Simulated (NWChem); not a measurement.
Species: GeClF, singlet; SMILES [F][Ge][Cl]

```xyz
3

Ge     0.4273     0.5018     0.0000
F     -1.1543     1.3010     0.0000
Cl    -0.2317    -1.6113     0.0000
```
Atoms are numbered in this order, from 1.

Results from NWChem. Geometry optimised at PBE-D3(BJ)/def2-SVP; all other runs use it. Pople sets run with spherical d functions. Low-valent species are run as closed-shell singlets; no triplet was tried in these runs. Vzz has the sign of the potential's second derivative.

| quantity | level | value |
|---|---|---|
| dipole (D) | TPSSh/6-31G* | 2.27 |
| Vzz Cl3 (a.u.) | CAM-B3LYP/def2-TZVP | ___ |
| anisotropy (bohr³) at 589 nm | PBE0/aug-cc-pVDZ | 23.3 |
| −ε(HOMO) (eV) | BHandHLYP/6-31G* | ___ |
| highest harmonic frequency (cm⁻¹) | PBE-D3(BJ)/def2-SVP | 661 |

**Question.** Fill in the missing entries.

**Answer.** 
- Vzz Cl3 (a.u.), value: 1.477
- −ε(HOMO) (eV), value: 9.51
